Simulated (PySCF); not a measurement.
Geometry:
```
atom   x (Å)   y (Å)   z (Å)
  C1  -2.111  -1.559   0.893
  S2  -0.420  -1.527   0.217
  C3  -0.553  -0.016  -0.732
  C4  -1.349  -0.113  -1.945
  N5  -1.602   0.914  -2.633
  C6   0.087   1.086  -0.331
 Si7   1.159   1.181   1.211
 Si8   3.202   0.162   0.827
  H9  -2.256  -0.684   1.519
 H10  -2.196  -2.466   1.481
 H11  -2.832  -1.570   0.081
 H12  -1.681  -1.132  -2.194
 H13  -2.151   0.749  -3.472
 H14  -0.014   1.947  -0.979
 H15   1.245   2.622   1.497
 H16   0.396   0.602   2.324
 H17   4.104   0.381   1.961
 H18   3.087  -1.282   0.623
 H19   3.874   0.713  -0.355
```

[PySCF: GFN2-xTB structure; shielding tensors at PBE0/pcSseg-1 (GIAO); no relativistic terms; in vacuum; averaged over atoms made equivalent by symmetry, fast rotation or ring inversion; a single conformation]

Scale: TMS for ¹³C (186.93 ppm), ¹H (31.72 ppm), ²⁹Si (349.16 ppm); CS2 for ³³S (503.73 ppm); ¹⁵N (267.73 ppm) against NH3 (reference shieldings calculated alike).

```
      atoms  nucleus  count  Hirshfeld charge  δ (ppm)
         C1      ¹³C      1             -0.12        ?
         N5      ¹⁵N      1             -0.21    367.5
        H12       ¹H      1              0.04     8.39
H17/H18/H19       ¹H      3             -0.07     3.50
    H15/H16       ¹H      2             -0.08        ?
         C6      ¹³C      1             -0.12    147.2
        Si8     ²⁹Si      1              0.21        ?
         S2      ³³S      1              0.03       14
 H9/H10/H11       ¹H      3              0.05     2.13
        H13       ¹H      1              0.12    11.53
         C3      ¹³C      1             -0.02    160.5
         C4      ¹³C      1              0.04    172.2
        Si7     ²⁹Si      1              0.23    -87.9
        H14       ¹H      1              0.05        ?
```

Complete the table.

Results:


- C1: 23.9 ppm, carbon bonded to S, 3 H
- H14: 8.39 ppm, hydrogen on a carbon bonded to C, Si
- H15/H16: 4.47 ppm, hydrogen on a silicon bonded to C, Si
- Si8: -116.9 ppm, silicon bonded to Si, 3 H

OH and NH positions are those of a molecule without intermolecular hydrogen bonds; in solution they move with solvent, concentration and temperature, and exchange usually removes their couplings. Shifts are as computed. Against solution values, carbons near 30 ppm lie about +3 ppm off and those near 130 ppm about +5 ppm; carbons on S a further +4 ppm. Of 1309 compounds with measured shifts, 239 miss one by over three times the rms of a fit or turn the order of signals round; such compounds aren't used in these exercises. Experimental scales use liquid or dissolved standards, which lie at an offset from isolated NH3 (liquid NH3: subtract about 20 ppm). Unscaled 15N shifts of sp2 nitrogen come out 20 to 40 ppm too high even then.
